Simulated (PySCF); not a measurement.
Polarisability and C₆ of Kr⁺ (krypton, charge +1)

[Ar] 3d10 4s2 4p5, 2P determinant. All numbers are calculated (PySCF 2.14, a scalar-relativistic core potential, in aug-cc-pwCVQZ-PP with ECP10MDF). Coupled (time-dependent) response in atomic units; α is the mean over directions.

| method | mean α (bohr³) | α xx, yy, zz | C₆ (like pair) | S(−4) |
| --- | --- | --- | --- | --- |
| r2SCANh | 10.73 | 10.31, 10.94, 10.94 | 67.86 | 20.00 |

S(−4) is the Cauchy moment in α(ω) = α(0) + S(−4) ω² + …

Spin-orbit coupling is absent.

α(iu) at r2SCANh:

```tsv
u (hartree)	α(iu) (bohr³)
0	10.73
0.0500	10.68
0.100	10.53
0.200	9.994
0.300	9.222
0.500	7.455
0.750	5.511
1.00	4.098
1.50	2.442
2.00	1.611
3.00	0.8729
5.00	0.4059
```

A single London oscillator, α(iu) = α/(1 + u²/ω²), gives C₆ = (3/4) ω α². Matching the computed C₆ needs ω = 4 × 67.86 / (3 × 10.73²) = 0.786 hartree.

For an ion, C₆ is the dispersion term alone; charge-induced terms of lower order in 1/R come first.

The components differ because the open shell of this determinant is not spherical; for a pure term their mean is the scalar polarisability.

Energies and moments cover only the electrons outside the core potential.
